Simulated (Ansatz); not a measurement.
Reaction (redistribution): `[SiH3]S[SiH2]S[SiH3]` + `OBF` → `F[SiH2]S[SiH3]` + `OBS[SiH3]`

Gas-phase electronic energies from Ansatz, PBE0-D4/def2-TZVP geometries. CBS: MP2 limit from def2 TZ/QZ plus the TZ coupled-cluster correction, frozen cores. This one scheme is used for every species. Functionals use def2-TZVPP. B3LYP here is the variant with VWN-RPA as its local correlation; programs differ in this. Each species was taken in one conformer, which may not be the lowest.

(1) Is it downhill or uphill in electronic energy at CCSD(T)/CBS, and by how much? (Best estimate.)

(2) What do these levels give: PBE-D4, B3LYP-D4, ωB97X-V, PBE0, SCS-MP2/def2-QZVPP, HF/CBS(def2)? (Best estimate.)

Largest T1 diagnostic among the species: 0.014.

## Answers

(1) Ansatz gave: Uphill: ΔE = +0.23 eV.

(2) Computed: PBE-D4 0.26, B3LYP-D4 0.26, ωB97X-V 0.23, PBE0 0.20, SCS-MP2/def2-QZVPP 0.21, HF/CBS(def2) 0.14 eV.

In def2-TZVPP, CCSD(T) changes the Hartree–Fock value by +0.06 eV (the triples alone add +0.01 eV) and MP2 by +0.09 eV. The D4 term adds +0.16 eV with B3LYP and +0.09 eV with PBE0; it sums over pairs of atoms, weighted by their polarisabilities, and B3LYP, whose exchange is more repulsive, gets the larger term. From PBE to PBE0 (25 % exact exchange), in def2-TZVPP and without D4, ΔE moves by +0.04 eV.
